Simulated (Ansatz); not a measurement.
Stepwise reaction of `[OH][Mo]([F])([F])([F])=[S]` with hydrogen chloride, as a gas-phase model of exchange steps in deposition or etching. ΔE in kJ/mol; ΔG adds harmonic PBE0-D4 terms to CCSD(T)/CBS, at 1 bar.

Computed with Ansatz on PBE0-D4/def2-TZVP structures; ΔE is electronic, products minus reactants. CCSD(T)/CBS adds triple-zeta CCSD(T) − MP2 to the extrapolated MP2 energy (def2 sets, frozen cores). This one scheme is used for every species. DFT in def2-TZVPP. B3LYP here is the variant with VWN-RPA as its local correlation; programs differ in this. Elements past krypton have def2 core potentials. For Mo outer-core shells are correlated without core-valence functions, which leaves a few kJ/mol of doubt a bond. One conformer a species, not always the lowest.

```csv
step,reaction,PBE-D4,B3LYP-D4,ωB97M-V,CCSD(T)/CBS,ΔG(500 K)
1,`[OH][Mo]([F])([F])([F])=[S]` + HCl → `[OH][Mo]([F])([F])(=[S])[Cl]` + H–F,7.9,8.7,12.1,-4.8,1.9
```

Task: Give the row of step 2, `[OH][Mo]([F])([F])(=[S])[Cl]` + HCl → `[OH][Mo]([F])(=[S])([Cl])[Cl]` + H–F. (An estimate is asked.)

Result: Ansatz gave: 
| step | reaction | PBE-D4 | B3LYP-D4 | ωB97M-V | CCSD(T)/CBS | ΔG(500 K) |
| --- | --- | --- | --- | --- | --- | --- |
| 2 | `[OH][Mo]([F])([F])(=[S])[Cl]` + HCl → `[OH][Mo]([F])(=[S])([Cl])[Cl]` + H–F | 11.1 | 12.4 | 16.5 | -1.4 | -0.6 |

Task: By hand: ΔE of the 2 steps together at CCSD(T)/CBS.

Result: (-4.8) + (-1.4) = -6.2 kJ/mol, or -3.1 kJ/mol a step.

In ΔE the steps differ by no more than 3.4 kJ/mol. ΔG lies between -0.6 and 1.9 kJ/mol a step. PBE-D4 differs from CCSD(T)/CBS by 12.5 to 12.7 kJ/mol a step. Isolated molecules leave out the surface, adducts and barriers. Largest T1 diagnostic: 0.024.
